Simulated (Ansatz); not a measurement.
Other settings, tried on Li₁₁⁺.

```yaml
crystal:
  periodic: [false, false, false]
  atoms:
    - {symbol: Li, position_ang: [-0.676920, 0.448329, 2.742051]}
    - {symbol: Li, position_ang: [1.910220, -1.112916, 1.264393]}
    - {symbol: Li, position_ang: [-1.729843, 0.038145, -2.210724]}
    - {symbol: Li, position_ang: [-0.366360, 0.492598, 0.065741]}
    - {symbol: Li, position_ang: [1.407808, 2.211791, 1.141143]}
    - {symbol: Li, position_ang: [-0.309884, -2.389957, -0.127984]}
    - {symbol: Li, position_ang: [0.360381, 2.383186, -1.849924]}
    - {symbol: Li, position_ang: [-2.932792, -0.406722, 0.679211]}
    - {symbol: Li, position_ang: [1.628386, -0.748192, -1.615687]}
    - {symbol: Li, position_ang: [-1.965136, 2.740599, 0.462501]}
    - {symbol: Li, position_ang: [2.674139, -3.656861, -0.550730]}
basis:
  gaussian: {orbitals: cc-pVDZ}
total_charge: 1
hamiltonian: {xc: {name: wPBEh}}
scf: {lower_state_search: off}
```

```sh
$ ansatz run in.yaml --threads 4 --pin off --events-out ev --progress --plain --max-ram 3916MiB
```

It prints (some lines left out):

```
Functional definition: wPBEh
1375 factors; their error is unknown
284 factors; integrals over basis functions are off by at most 9.5e-7 eV
mean field evaluation 1: about -2227.9289 eV, gradient 4.2e1 eV
mean field evaluation 2: about -2205.9318 eV, gradient 4.4e1 eV
mean field evaluation 4: about -2238.8884 eV, gradient 1.8e1 eV
mean field evaluation 8: about -2242.2470 eV, gradient 4.8e-1 eV
mean field evaluation 16: about -2242.1919 eV, gradient 2.8e-4 eV
mean field -2242.19189483 eV, -82.3990323229 hartree, gradient 2.8e-6 eV, S^2 0.000000; 0 other end points of the search recorded, 0 dependent functions left out
reference -2242.19198779 eV, -82.3990357390 hartree; 16, 16 occupied and 138, 138 virtual orbitals, 1375 factors
Total energy: -2242.19198779 eV, -82.3990357390 hartree
Checks for a lower state left out: stability, starts, cluster_reference, orbital_swaps, neighbouring_geometries, increment
```

It took 1.9 s on 4 threads of Arm Neoverse V1 on a shared host.

The restricted singlet is unstable towards broken spin symmetry in Hartree–Fock (as tested in another run); at RKS ωPBEh/cc-pVDZ this wasn't settled.
